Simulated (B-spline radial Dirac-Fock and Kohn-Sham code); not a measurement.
# Magnetic form factor of the 3d shell of Ca

System: neutral calcium in the configuration 1s2 2s2 2p6 3s2 3p6 3d1 4s1 (not the ground configuration).

Input file task.json (cfg lists n, l and occupation; rrms is the nuclear radius in fm):

```json
{"items": [{
  "Z": 20,
  "q": 0,
  "cfg": [[1, 0, 2], [2, 0, 2], [2, 1, 6], [3, 0, 2], [3, 1, 6], [3, 2, 1], [4, 0, 1]],
  "A": 40,
  "rrms": 3.4776,
  "do": ["scatter"],
  "s": [0.0, 0.05, 0.1, 0.15, 0.2, 0.25, 0.3, 0.35, 0.4, 0.45, 0.5, 0.6, 0.7, 0.8, 0.9, 1.0, 1.1, 1.2, 1.4, 1.6, 1.8, 2.0, 2.5, 3.0, 3.5, 4.0, 5.0, 6.0],
  "pz": [0, 0.1, 0.2, 0.3, 0.4, 0.5, 0.6, 0.8, 1.0, 1.2, 1.4, 1.6, 1.8, 2.0, 2.5, 3.0, 4.0, 5.0, 7.0, 10.0, 15.0, 20.0, 30.0, 40.0, 60.0, 100.0],
  "hv_scatter": [2000, 8047.8, 10000, 17479.3, 20000, 30000, 100000, 500000]
}]}
```

Launch: `python xray_run.py task.json out`

Calculated with a radial B-spline solver, using configuration-average Dirac-Fock orbitals. ⟨j_K⟩ is the integral of the 3d radial density with the spherical Bessel function j_K(4πsr), s = sin θ/λ.

```
s (Å⁻¹)     ⟨j0⟩    ⟨j2⟩    ⟨j4⟩
      0   1.0000  0.0000  0.0000
   0.05   0.7893  0.0770  0.0050
    0.1   0.4631  0.1564  0.0338
   0.15   0.2560  0.1639  0.0618
    0.2   0.1432  0.1430  0.0733
   0.25   0.0804  0.1182  0.0738
    0.3   0.0440  0.0959  0.0695
   0.35   0.0226  0.0773  0.0634
    0.4   0.0100  0.0621  0.0570
   0.45   0.0027  0.0497  0.0508
    0.5  -0.0014  0.0396  0.0450
    0.6  -0.0043  0.0250  0.0349
    0.7  -0.0043  0.0157  0.0267
    0.8  -0.0035  0.0098  0.0203
    0.9  -0.0026  0.0061  0.0154
      1  -0.0018  0.0038  0.0116
    1.1  -0.0012  0.0024  0.0088
    1.2  -0.0008  0.0015  0.0067
    1.4  -0.0004  0.0006  0.0039
    1.6  -0.0002  0.0002  0.0023
```

Radial moments of the shell: ⟨r²⟩ = 13.99, ⟨r⁴⟩ = 555.8, ⟨r⁶⟩ = 42350 in powers of bohr.
